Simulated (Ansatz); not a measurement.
**Energy profile**

The step: GeSiH₄Cl₂ ([Cl][SiH]([Cl])[GeH3]) → SiCl₂ + GeH₄; bonds formed: Ge1–H3; bonds broken: Ge1–Si2, Si2–H3 (atoms numbered as in the saddle structure below).

```tsv
atom	x (Å)	y (Å)	z (Å)
Ge1	-0.0488	0.2303	1.1750
Si2	-0.4085	0.2238	-1.2534
H3	0.5710	-0.7403	-0.2706
Cl4	-1.2879	-1.4469	-2.1110
Cl5	1.2181	0.7511	-2.4260
H6	-1.4486	0.5945	1.7019
H7	0.9614	1.3772	1.2008
H8	0.4435	-0.9897	1.9831
```

Electronic energies by CCSD(T) at an estimated basis limit (MP2 extrapolated from triple and quadruple zeta, plus CCSD(T) − MP2 in triple zeta), on PBE0-D4/def2-TZVP structures; GeSiH4Cl2, closed shell; no counterpoise correction. Ansatz 0.2.0; basis: def2-TZVPP and def2-QZVPP; cores frozen in the correlated methods. Filled d shells of the heavier atoms are correlated. The def2 sets are not built for correlating such inner shells, so the correlated values are less sure here. Extrapolation: Hartree–Fock as exp(−7.88 √X), correlation as X^−2.97.

Q: Give the profile in kcal/mol, counted from the start structure. (To be estimated.)

A: By the calculation:
| point | kcal/mol |
| --- | --- |
| start structure | 0.00 |
| saddle | 58.96 |
| end structure | 36.94 |
| separated: GeH4 (Ge1, H3, H6, H7, H8; singlet) + SiCl2 (linked as [Cl][Si][Cl]; Si2, Cl4, Cl5; singlet) | 38.45 |

The T1 diagnostic stays at or below 0.013. The restricted Hartree–Fock reference is unstable towards an unrestricted one at one or more of these structures.

Losses and insertions of silylenes and their heavier kin drive the gas-phase chemistry of silicon and germanium vapour deposition.

For scale, one of the runs: CCSD(T)/def2-TZVPP, 230 basis functions (an equivalent command: `ansatz run in.yaml --threads 4`). Hardware: 4 CPU threads, shared host. Wall time 2.1 min; peak host memory 3.5 GiB.
